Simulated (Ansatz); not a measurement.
`BNC(=C)C` + H₂ → `BNC=C` + CH₄  (hydrogenolysis of a C–C bond)

Calculated with Ansatz (gas phase, PBE0-D4/def2-TZVP geometries, no zero-point term in ΔE). CCSD(T)/CBS adds triple-zeta CCSD(T) − MP2 to the extrapolated MP2 energy (def2 sets, frozen cores). This one scheme is used for every species. DFT in def2-TZVPP. Each species was taken in one conformer, which may not be the lowest.

(1) Is it downhill or uphill in electronic energy at CCSD(T)/CBS, and by how much? (An estimate is asked.)

(2) What do these levels give: r2SCAN-D4, PBE0-D4, ωB97X-V, ωB97M-V, r2SCAN, PBE0, HF/def2-TZVPP, SCS-MP2/def2-TZVPP, CCSD(T)/def2-TZVPP, HF/def2-QZVPP, HF/CBS(def2), CCSD/CBS(def2)? (Best estimate.)

Largest T1 diagnostic among the species: 0.013.

Results:

(1) Computed: Downhill: ΔE = -0.55 eV.

(2) Ansatz gave: r2SCAN-D4 -0.56, PBE0-D4 -0.57, ωB97X-V -0.58, ωB97M-V -0.57, r2SCAN -0.58, PBE0 -0.63, HF/def2-TZVPP -0.82, SCS-MP2/def2-TZVPP -0.58, CCSD(T)/def2-TZVPP -0.57, HF/def2-QZVPP -0.81, HF/CBS(def2) -0.81, CCSD/CBS(def2) -0.60 eV.

In def2-TZVPP, CCSD(T) changes the Hartree–Fock value by +0.25 eV (the triples alone add +0.05 eV) and MP2 by +0.30 eV. The D4 term adds +0.11 eV with B3LYP and +0.06 eV with PBE0; it sums over pairs of atoms, weighted by their polarisabilities, and B3LYP, whose exchange is more repulsive, gets the larger term.

B3LYP here is the variant with VWN-RPA as its local correlation; programs differ in this.
